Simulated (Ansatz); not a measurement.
`N[SiH2]P` + `CO[Si](C)(N)F` → `C[Si](N)(F)P` + `CO[SiH2]N`  (redistribution)

Computed with Ansatz on PBE0-D4/def2-TZVP structures; ΔE is electronic, products minus reactants. CCSD(T)/CBS is the MP2 limit (def2-TZVPP, def2-QZVPP) plus CCSD(T) − MP2 in def2-TZVPP, frozen cores. This one scheme is used for every species. Functionals use def2-TZVPP. B3LYP here is the variant with VWN-RPA as its local correlation; programs differ in this. Each species was taken in one conformer, which may not be the lowest.

`N[SiH2]P`:

Cartesian coordinates in Å:
```
N 0.151 1.545 -0.254
Si 0.195 0.039 0.570
P -1.264 -1.354 -0.443
H 0.436 1.621 -1.217
H 0.333 2.398 0.249
H -0.263 0.296 1.961
H 1.544 -0.598 0.647
H -0.471 -1.429 -1.623
H -0.663 -2.518 0.112
```

`CO[Si](C)(N)F`:

Cartesian coordinates in Å:
```
C -1.258 -1.720 0.677
O -0.171 -0.832 0.817
Si 0.027 0.546 -0.029
C 1.634 1.256 0.535
N -0.169 0.262 -1.697
F -1.141 1.590 0.305
H -1.582 -1.797 -0.366
H -0.944 -2.706 1.024
H -2.106 -1.389 1.284
H 1.643 1.382 1.619
H 1.810 2.229 0.071
H 2.463 0.597 0.266
H -0.638 0.930 -2.285
H 0.433 -0.349 -2.221
```

`C[Si](N)(F)P`:

Z-matrix (Å, degrees):
```
C
Si 1 1.855
H 1 1.092 2 110.6
H 1 1.094 2 110.5 3 -119.2
H 1 1.092 2 111.0 3 120.4
N 2 1.701 1 109.0 3 177.4
F 2 1.612 1 106.4 3 54.8
P 2 2.246 1 117.9 3 -61.5
H 6 1.007 2 121.8 1 -35.3
H 6 1.007 2 121.6 1 171.5
H 8 1.420 2 93.8 1 55.0
H 8 1.420 2 93.4 1 -39.2
```

`CO[SiH2]N`:

Cartesian coordinates in Å:
```
C -1.551 -0.528 -0.555
O -0.928 -0.227 0.669
Si 0.706 -0.135 0.835
N 1.497 1.069 -0.078
H -1.379 0.259 -1.298
H -1.193 -1.480 -0.969
H -2.626 -0.612 -0.384
H 1.313 -1.419 0.389
H 0.882 0.133 2.278
H 1.885 0.886 -0.987
H 1.393 2.054 0.101
```

```json
{"level": "PBE-D4", "ΔE (kcal/mol)": "0.2", "difference from CCSD(T)/CBS": "-0.5"}
{"level": "r2SCAN-D4", "ΔE (kcal/mol)": "0.9", "difference from CCSD(T)/CBS": "0.2"}
{"level": "PBE0-D4", "ΔE (kcal/mol)": "0.9", "difference from CCSD(T)/CBS": "0.2"}
{"level": "B3LYP-D4", "ΔE (kcal/mol)": "0.6", "difference from CCSD(T)/CBS": "-0.1"}
{"level": "ωB97X-V", "ΔE (kcal/mol)": "0.6", "difference from CCSD(T)/CBS": "-0.1"}
{"level": "PBE", "ΔE (kcal/mol)": "0.3", "difference from CCSD(T)/CBS": "-0.4"}
{"level": "PBE0", "ΔE (kcal/mol)": "0.9", "difference from CCSD(T)/CBS": "0.2"}
{"level": "B3LYP", "ΔE (kcal/mol)": "0.7", "difference from CCSD(T)/CBS": "0.0"}
{"level": "HF/def2-TZVPP", "ΔE (kcal/mol)": "1.9", "difference from CCSD(T)/CBS": "1.2"}
{"level": "CCSD/def2-TZVPP", "ΔE (kcal/mol)": "1.3", "difference from CCSD(T)/CBS": "0.6"}
{"level": "HF/def2-QZVPP", "ΔE (kcal/mol)": "1.8", "difference from CCSD(T)/CBS": "1.1"}
{"level": "MP2/def2-QZVPP", "ΔE (kcal/mol)": "0.2", "difference from CCSD(T)/CBS": "-0.5"}
{"level": "SCS-MP2/def2-QZVPP", "ΔE (kcal/mol)": "0.4", "difference from CCSD(T)/CBS": "-0.3"}
{"level": "HF/CBS(def2)", "ΔE (kcal/mol)": "1.8", "difference from CCSD(T)/CBS": "1.1"}
{"level": "MP2/CBS(def2)", "ΔE (kcal/mol)": "0.0", "difference from CCSD(T)/CBS": "-0.7"}
{"level": "CCSD/CBS(def2)", "ΔE (kcal/mol)": "1.0", "difference from CCSD(T)/CBS": "0.3"}
{"level": "CCSD(T)/CBS", "ΔE (kcal/mol)": "0.7", "difference from CCSD(T)/CBS": "0"}
```

Largest T1 diagnostic among the species: 0.012.

In def2-TZVPP, CCSD(T) changes the Hartree–Fock value by −0.9 kcal/mol (the triples alone add −0.3 kcal/mol) and MP2 by −1.5 kcal/mol.
